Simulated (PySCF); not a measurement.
Species: C2H8O2Si.
Bonds: C1–C2, C2–Si3, Si3–O4, Si3–O5. Hydrogens: H6, H7, H8 on C1; H9, H10 on C2; H11 on Si3; H12 on O4; H13 on O5.

Level of theory: PBE0-D3(BJ)/def2-SVP geometry optimisation, gas phase in PySCF 2.14.0.

**Question.** List the bond lengths, angles and torsions at this level.

**Answer.** 
| bond | length (pm) |
| --- | --- |
| C1–C2 | 152.6 |
| C2–Si3 | 186.2 |
| Si3–O4, Si3–O5 | 166.5 |
| C1–H6, C1–H7, C1–H8 | 110.1 |
| C2–H9, C2–H10 | 110.5 |
| Si3–H11 | 150.0 |
| O4–H12, O5–H13 | 96.1 |

Bonds in one row agree within 1 pm and their mean is given. A selection of angles:
| angle | degrees |
| --- | --- |
| C2–C1–H6 | 111.9 |
| H6–C1–H7 | 107.8 |
| C1–C2–Si3 | 113.6 |
| C1–C2–H9 | 111.0 |
| Si3–C2–H9 | 107.8 |
| H9–C2–H10 | 105.7 |
| C2–Si3–O4 | 112.6 |
| C2–Si3–O5 | 106.1 |
| C2–Si3–H11 | 111.1 |
| O4–Si3–O5 | 107.5 |
| O4–Si3–H11 | 107.7 |
| O5–Si3–H11 | 111.9 |
| Si3–O4–H12 | 116.8 |
| Si3–O5–H13 | 116.0 |

Torsions: C1–C2–Si3–O4 58° (synclinal); H12–O4–Si3–C2 103° (anticlinal); H13–O5–Si3–C2 164° (antiperiplanar). The mirror-image conformer, all signs reversed, is as good.

Si3 (oxygen-bound silicon) is tetrahedral (angles from 106.1° to 112.6°).

Whether it is a minimum is left open (no frequencies). The numbers are those of one conformer (C1–C2–Si3–O4 58°, C2–Si3–O4–H 103°, C2–Si3–O5–H 164°).

On an Arm Neoverse V2 with one thread, no GPU, shared host with 96 logical CPUs at a one-minute load of 11, this took 51 s of wall time and 0.47 GiB of memory at its peak. This is the geometry optimisation.
